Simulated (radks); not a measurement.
Coulomb parameter of the 4f shell of the erbium ion Er2+ in the model configuration [Xe] 4f11 6p1, as a second difference U = [E(n + 0.5) + E(n - 0.5) - 2 E(n)] / (0.5)^2 with all orbitals relaxed. "Bare": the charge of the atom changes with n. "Screened": the 6p shell takes up the change at fixed total charge, which measures U(4f,4f) + U(6p,6p) - 2 U(4f,6p). All-electron calculation, Dirac Kohn-Sham, PBE, spin-unpolarised, spherical densities, finite nucleus; open shells are shared between the two j in proportion to 2j + 1; Fermi nuclear charge, rms radius 5.2516 fm. Program: a radial shooting solver on a logarithmic mesh with Libxc functionals.

\begin{tabular}{lrr}
case & configuration & E - E(n) (eV) \\ \hline
start & [Xe] 4f11 6p1 & 0.000 \\
bare +0.5 & [Xe] 4f11.5 6p1 & -11.630 \\
bare -0.5 & [Xe] 4f10.5 6p1 & 16.189 \\
screened +0.5 & [Xe] 4f11.5 6p0.5 & -6.381 \\
screened -0.5 & [Xe] 4f10.5 6p1.5 & 8.621 \\
\end{tabular}

U(bare) = 18.236 eV, U(screened by 6p) = 8.959 eV.
